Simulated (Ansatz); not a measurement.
System: C$_{5}$H$_{11}$O, net charge 0, doublet state. It need not be the lowest isomer of its formula. 
Geometry from a B3LYP-D3(BJ)/def2-TZVP (Ansatz, a first-principles code) optimisation:
```xyz
17

C     -1.9921     0.9367     0.7133
C     -0.8365    -0.0557     0.5782
C     -1.3174    -1.3596    -0.0615
C      0.3209     0.5779    -0.2012
C      1.5929    -0.2696    -0.2232
O      2.6497     0.2895    -0.8745
H     -2.3898     1.2024    -0.2698
H     -1.6692     1.8578     1.2022
H     -2.8096     0.5122     1.2993
H     -0.4742    -0.2872     1.5875
H     -2.1566    -1.7800     0.4958
H     -1.6535    -1.1839    -1.0873
H     -0.5346    -2.1196    -0.0919
H      0.0129     0.7797    -1.2315
H      0.5744     1.5427     0.2464
H      1.8809    -0.6041     0.7898
H      1.4148    -1.2145    -0.7782
```
Charge 0, spin multiplicity 2.

Dipole moments at this geometry, in debye (magnitudes).

```json
[
 {"level": "SVWN5/def2-TZVPD", "program": "Ansatz", "dipole (D)": "2.75"},
 {"level": "BLYP/def2-TZVPD", "program": "Ansatz", "dipole (D)": "2.54"},
 {"level": "PBE0/def2-TZVPD", "program": "Ansatz", "dipole (D)": "2.31"},
 {"level": "BHLYP/def2-TZVPD", "program": "Ansatz", "dipole (D)": "2.23"},
 {"level": "r2SCAN0/def2-TZVPD", "program": "Ansatz", "dipole (D)": "2.24"},
 {"level": "HSE06/def2-TZVPD", "program": "Ansatz", "dipole (D)": "2.31"},
 {"level": "CAM-B3LYP/def2-TZVPD", "program": "Ansatz", "dipole (D)": "2.37"},
 {"level": "wB97M-V/def2-TZVPD", "program": "Ansatz", "dipole (D)": "2.30"},
 {"level": "CCSD(T)/aug-cc-pVDZ", "program": "Ansatz", "dipole (D)": "2.22"}
]
```
